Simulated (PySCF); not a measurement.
## Computed properties of CH5ClFNSi, SMILES C[Si@@](N)(F)Cl

CH5ClFNSi, SMILES C[Si@@](N)(F)Cl. Geometry: r2SCAN-D4/def2-SVP. The structure was generated by enumeration; whether it is a known compound was not checked. One conformer was computed; it need not be the lowest. All values are computed for the isolated molecule unless a solvent is named; none is compared with measurement here.

**Structure.** All 24 harmonic modes at r2SCAN-D4/def2-SVP (PySCF) are real, so it is a minimum. With heavy atoms numbered as in [CH3:1][Si@@:2]([NH2:3])([F:4])[Cl:5], the shortest bond between them is Si2–F4 at 1.630 Å and the longest Si2–Cl5 at 2.067 Å.

**Vibrations.** The strongest infrared lines (harmonic, unscaled, degenerate partners summed) lie at 858 cm⁻¹ (189 km/mol, H 57 %, Si 21 %, N 11 %, C 9 %), 948 cm⁻¹ (186 km/mol, Si 48 %, N 24 %, F 14 %, H 11 %), 363 cm⁻¹ (153 km/mol, H 47 %, N 37 %). The softest mode is at 136 cm⁻¹ and the zero-point energy is 42.3 kcal/mol.

**Electronic structure.** PBE0/def2-TZVP (PySCF) places the frontier levels at -8.14 and 0.63 eV, a gap of 8.77 eV, and gives a dipole moment of 2.67 D and a mean polarisability of 53.4 bohr³. PBE/def2-TZVP (PySCF) at the same geometry gives -6.62 and -0.20 eV, so its gap is 2.35 eV narrower. An orbital gap is neither the optical nor the fundamental gap.

**Excitations.** TDA-CAM-B3LYP/def2-SVPD (PySCF) has S1 at 7.13 eV (174 nm, f = 0.039, weak); the most intense of the 10 singlets computed lies at 8.49 eV (f = 0.12). T1 (TDA) is at 6.70 eV, 0.43 eV under S1. TDA-PBE/def2-SVPD (PySCF) puts S1 at 6.27 eV. No vertical singlet excitation falls in the visible range (under 3.1 eV).

**NMR.** GIAO shifts at KT2/pcSseg-1 (PySCF) (non-relativistic, atoms alike by connectivity averaged): ¹³C at 1.2 ppm against TMS; ¹H from 0.7 to 1.5 ppm against TMS; ²⁹Si at 3.4 ppm against TMS; ¹⁹F at -133.1 ppm against CFCl3. Without spin–orbit terms, shifts of atoms bonded to Cl or Br come out too high.

**Solvation.** SMD-B3LYP/def2-SVP (PySCF) gives -2.4 kcal/mol in water, -5.0 kcal/mol in 1-octanol, -5.2 kcal/mol in N,N-dimethylformamide (1 M in both phases, gas-phase geometry); of these solvents N,N-dimethylformamide holds the molecule best.
